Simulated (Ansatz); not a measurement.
Consider the formal exchange of groups at a C–C bond: `CC(C)BS` + `[NH2][GaH][CH2]F` → `[CH3][Ga]([NH2])[CH2]F` + `CCBS`.

Gas-phase electronic energies from Ansatz, PBE0-D4/def2-TZVP geometries. CCSD(T)/CBS is the MP2 limit (def2-TZVPP, def2-QZVPP) plus CCSD(T) − MP2 in def2-TZVPP, frozen cores. This one scheme is used for every species. DFT in def2-TZVPP. For Ga outer-core shells are correlated without core-valence functions, which leaves a few kJ/mol of doubt a bond. Scalar relativity is left out up to krypton. One conformer a species, not always the lowest.

| level | ΔE (kcal/mol) |
| --- | --- |
| PBE-D4 | -8.8 |
| r2SCAN-D4 | -9.1 |
| ωB97X-V | -8.4 |
| B2PLYP | -9.5 |
| MP2/def2-TZVPP | -9.3 |
| SCS-MP2/def2-QZVPP | -9.1 |
| HF/CBS(def2) | -8.4 |
| MP2/CBS(def2) | -9.8 |

(1) What does CCSD(T)/CBS give? (Estimate.)

Largest T1 diagnostic among the species: 0.013.

Answers

(1) Ansatz gave: -9.5 kcal/mol. The listed levels differ from it by 0.7, 0.4, 1.1, 0.0, 0.2, 0.4, 1.1, -0.3 kcal/mol.

The D4 term adds +0.8 kcal/mol with B3LYP and +0.5 kcal/mol with PBE0; it sums over pairs of atoms, weighted by their polarisabilities, and B3LYP, whose exchange is more repulsive, gets the larger term.

B3LYP here is the variant with VWN-RPA as its local correlation; programs differ in this.
